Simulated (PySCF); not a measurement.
## MGa cations for M along the second period

CCSD(T) with double-zeta basis sets in PySCF, for the lowest determinant that a PBE0 search found; no spin–orbit coupling. De refers to high-spin ground-configuration atoms (the charge goes to the atom of lower measured ionisation energy or higher electron affinity, which is not always the lowest computed limit).

```tsv
M	basis	reference, frozen orbitals	charged atom	state (unpaired electrons)	Re (Å)	ωe (cm⁻¹)	De (eV)
Li	def2-SVP	UHF, 9	Li+	doublet (σ ↑)	3.092	190	1.05
Be	cc-pVDZ/cc-pVDZ-PP	RHF, 4	Ga+	singlet (closed shell)	2.865	214	0.47
B	x2c-SVPall	UHF, 10	Ga+	doublet (σ ↑)	2.764	206	0.66
C	cc-pVDZ-PP/cc-pVDZ	UHF, 5	Ga+	triplet (σ ↑, π ↑)	2.792	148	0.28
N	pcseg-1	UHF, 10	Ga+	quartet (σ ↑, π ↑↑)	3.072	85.3	0.09
F	aug-cc-pVDZ-PP/aug-cc-pVDZ	UHF, 5	Ga+	doublet (σ ↑)	1.715	718	1.36
```

The shortest bond is that of GaF⁺ (1.715 Å), the longest that of LiGa⁺ (3.092 Å). GaF⁺ is bound most strongly (1.36 eV) and GaN⁺ least (0.09 eV).

The rows differ in basis set, which adds steps of its own.

The state changes along the series, so neighbouring rows are not always alike in their bonding.

Correlated steps freeze the inner cores (4 to 10 orbitals); shallow outer-core shells are correlated. Weak bonds: BeGa⁺, GaC⁺, GaN⁺. Basis-set superposition, not corrected here, can be much of De in a small basis, most of all at correlated wavefunction levels. Spin–orbit coupling is left out. For an ion De counts to the pair picked by the measured ionisation energies or electron affinities, which need not be the lowest pair at this level. States were picked by a PBE0 search and need not be the measured ground states.
